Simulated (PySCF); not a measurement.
A GIAO shielding run with PySCF 2.14.0 with density-fitted response routines (density fitting, non-relativistic, gas phase) on `InChI=1S/C2H9BN/c1-3-4-2/h4H,3H2,1-2H3/q-1`:

```
{"job": {"kind": "nmr", "xc": "HF", "basis": "pcSseg-2", "pop": false}, "charge": -1, "multiplicity": 1}
C      1.606885     0.373975    -0.081929
B      0.246491    -0.391198     0.419456
N     -0.994230     0.219907    -0.277014
C     -2.230631    -0.434610     0.009551
H      2.515499    -0.019207     0.412909
H      1.571930     1.463280     0.119885
H      1.780117     0.266102    -1.174210
H      0.357672    -1.643047     0.186626
H      0.111926    -0.261777     1.665753
H     -0.846528     0.204729    -1.286542
H     -2.268799    -1.533554    -0.221894
H     -2.443806    -0.365173     1.093368
H     -3.098080     0.026793    -0.513307
```

Hardware: 1 thread of an x86-64 server CPU, shared host.

Problem. How large is the calculation?

Solution. 34 electrons, 270 basis functions and 686 auxiliary functions.

Problem. How long does it take?

Solution. 10 s of wall time, with 10 SCF cycles and 7 response iterations. Times on a shared host scatter by some tens of per cent.

Problem. And these other runs on the same molecule and hardware: GIAO shielding at PBE0/pcSseg-1; spin–spin coupling at B3LYP/pcJ-1?

Solution. PBE0/pcSseg-1: 113 functions, 6.3 s; B3LYP/pcJ-1: 198 functions, 15 s.
